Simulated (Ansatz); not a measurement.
Geometry optimisation, RKS CAM-B3LYP/def2-SVP in Ansatz.

Input:

```yaml
crystal:
  periodic: [false, false, false]
  atoms:
    - { symbol: B, position_ang: [-0.430138, 1.081976, 0.591793] }
    - { symbol: C, position_ang: [0.587962, 0.044969, -0.044598] }
    - { symbol: C, position_ang: [0.008404, -1.374246, -0.13086] }
    - { symbol: O, position_ang: [-0.867162, 2.093524, -0.18289] }
    - { symbol: H, position_ang: [-0.412312, 1.977007, -1.028757] }
    - { symbol: H, position_ang: [-0.85285, 1.020521, 1.719826] }
    - { symbol: H, position_ang: [0.904997, 0.382658, -1.049] }
    - { symbol: H, position_ang: [1.505675, 0.014375, 0.572623] }
    - { symbol: H, position_ang: [-0.263085, -1.749214, 0.868065] }
    - { symbol: H, position_ang: [0.722834, -2.088921, -0.568441] }
    - { symbol: H, position_ang: [-0.904224, -1.402648, -0.74776] }
basis:
  gaussian: { orbitals: def2-SVP }
hamiltonian:
  xc: cam_b3lyp
relax:
  f_tol: 0.03
  max_steps: 50
output:
  orbitals: {}
```

Run as:

```bash
$ ansatz run input.yaml --threads 2 --pin off --max-ram 3072MiB --backend cpu --events-out ev --progress --plain --runs-dir out
```

Where does it end, and by what steps?

The run converged. After 11 steps the energy has fallen by 0.079 eV; H5 moved furthest, 0.47 Å.

| step | energy less start (eV) | largest force component (eV/Å) | accepted |
| --- | --- | --- | --- |
| 0 | 0.0000 | 0.419 | yes |
| 1 | -0.0437 | 0.351 | yes |
| 2 | -0.0642 | 0.465 | yes |
| 3 | -0.0701 | 0.243 | yes |
| 4 | -0.0712 | 0.280 | yes |
| 5 | -0.0754 | 0.122 | yes |
| 6 | -0.0753 | 0.248 | no |
| 7 | -0.0772 | 0.044 | yes |
| 8 | -0.0777 | 0.177 | yes |
| 9 | -0.0783 | 0.071 | yes |
| 10 | -0.0784 | 0.092 | yes |
| 11 | -0.0786 | 0.010 | yes |

```xyz
11
Properties=species:S:1:pos:R:3
B -0.473 1.053 0.491
C 0.519 0.006 -0.140
C 0.041 -1.447 -0.066
O -0.739 2.258 -0.057
H -0.287 2.405 -0.897
H -1.036 0.834 1.541
H 0.787 0.274 -1.179
H 1.457 0.105 0.440
H -0.200 -1.733 0.969
H 0.801 -2.152 -0.437
H -0.870 -1.604 -0.665
```

The run took 27 s on 2 threads of Arm Neoverse V1, on a shared host, peak memory 0.2 GiB.
